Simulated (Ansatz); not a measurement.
Start from `O[SiH2][CH2][GeH3]` and change one atom or group to get `O[SiH2]CCl`.

Ansatz, PBE0-D4/def2-TZVP geometries, multiplicity 1. Each molecule was computed in one conformer, which needn't be the lowest.

Scalar relativity is left out up to krypton.

| property | `O[SiH2][CH2][GeH3]` |
| --- | --- |
| ideal-gas entropy at 298 K and 1 bar (rigid rotor, harmonic PBE0-D4/def2-TZVP) / J/(mol·K) | 367 |
| HOMO–LUMO gap (B3LYP/def2-TZVPP) / eV | 8.01 |
| LUMO energy (B3LYP/def2-TZVPP) / eV | -0.07 |
| size of the dipole moment (PBE/def2-TZVPP) / D | 1.73 |
| HOMO energy (PBE0/def2-TZVPP) / eV | -8.28 |
| LUMO energy (PBE0/def2-TZVPP) / eV | 0.23 |

Give the same properties after the change, and the shifts. (An estimate is asked.)

Computed: 
```json
{"property": "ideal-gas entropy at 298 K and 1 bar (rigid rotor, harmonic PBE0-D4/def2-TZVP) / J/(mol·K)", "`O[SiH2]CCl`": "325", "shift": "-42"}
{"property": "HOMO–LUMO gap (B3LYP/def2-TZVPP) / eV", "`O[SiH2]CCl`": "7.67", "shift": "-0.34"}
{"property": "LUMO energy (B3LYP/def2-TZVPP) / eV", "`O[SiH2]CCl`": "-0.27", "shift": "-0.20"}
{"property": "size of the dipole moment (PBE/def2-TZVPP) / D", "`O[SiH2]CCl`": "0.86", "shift": "-0.87"}
{"property": "HOMO energy (PBE0/def2-TZVPP) / eV", "`O[SiH2]CCl`": "-8.17", "shift": "0.11"}
{"property": "LUMO energy (PBE0/def2-TZVPP) / eV", "`O[SiH2]CCl`": "-0.02", "shift": "-0.25"}
```

With PBE0 the HOMO rises by 0.11 eV and the LUMO falls by 0.25 eV, so the gap narrows by about 0.36 eV. PBE moves the HOMO by 0.15 eV and ωB97M-V by 0.06 eV. The zero-point energy changes by -56.8 kJ/mol with -9 modes. Dipoles are sizes alone; their direction can turn. Modes under 60 cm⁻¹, often nearly free rotors, make the harmonic entropy too high.

B3LYP here is the variant with VWN-RPA as its local correlation; programs differ in this.
